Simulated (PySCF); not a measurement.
C5H6O5.
Structure used (GFN2-xTB), in Å, numbered top down from 1:
```xyz
16
C5H6O5 angstrom
C      2.0998    0.5295    0.7455
O      1.0145    0.6522   -0.1603
C      0.3909   -0.5379   -0.4741
C     -0.6553   -0.2618   -1.5518
O     -1.5778    0.7015   -1.0790
C     -1.8943    0.6957    0.2247
O     -2.5588    1.5611    0.7098
C     -1.4113   -0.5135    1.0552
O     -2.0230   -0.9233    1.9936
O     -0.2668   -1.1077    0.6551
H      2.4832    1.5369    0.8826
H      2.8778   -0.1146    0.3248
H      1.7699    0.1227    1.7042
H      1.1086   -1.3132   -0.7891
H     -1.1719   -1.1932   -1.8138
H     -0.1932    0.1746   -2.4387
```

Probes without a nucleus sit at each ring's centroid and 1 Å off its mean plane on both sides; NICS is minus the shielding there, NICSzz its component along the normal. Level: GIAO PBE0/pcSseg-1 (PySCF, non-relativistic, gas phase) on the GFN2-xTB geometry, one conformer.

Ring bond lengths (Å), with Mayer bond orders in brackets: C3–C4 1.527 (1.02), C4–O5 1.415 (0.86), O5–C6 1.342 (1.05), C6–C8 1.544 (0.88), C8–O10 1.350 (1.04), O10–C3 1.426 (0.85).

Give the NICS values of each ring in ppm.

```json
{"ring": "C3–C4–O5–C6–C8–O10", "type": "6-membered ring with 2 O; formal bonds all single", "NICS(0)": "-0.1", "NICS(1), two faces": "-1.3 / -2.3", "NICS(1)zz, two faces": "-0.1 / -1.5", "rms pucker (Å)": "0.24", "centre to ring atoms, mean (Å)": "1.39"}
```

What can be read from them?

- C3–C4–O5–C6–C8–O10: mean NICS(1)zz -0.8 ppm, near zero. C3, C4 have four or more neighbours, so the value isn't read as a sign of a π ring current.

List the ring angles and the Hirshfeld charges of the ring atoms.

- C3–C4–O5–C6–C8–O10: C3 108.4° (+0.109 e), C4 109.5° (+0.003 e), O5 118.4° (-0.099 e), C6 116.9° (+0.193 e), C8 116.8° (+0.196 e), O10 116.7° (-0.111 e); sum 686.7° against 720° for a flat convex ring.

How shielded are the nuclei of the rings and their hydrogens (means over atoms taken as equivalent)?

| atoms | environment | σ isotropic (ppm) |
| --- | --- | --- |
| C3 | sp3 carbon bearing two oxygens | 85.2 |
| C4 | sp3 carbon bound to oxygen | 115.3 |
| O5 | ester single-bonded oxygen | 142.1 |
| C6 | ester carbonyl carbon | 29.0 |
| C8 | ester carbonyl carbon | 28.5 |
| O10 | ester single-bonded oxygen | 81.5 |
| H14 | methine hydrogen | 26.60 |
| H15 | methylene hydrogen | 27.23 |
| H16 | methylene hydrogen | 27.15 |
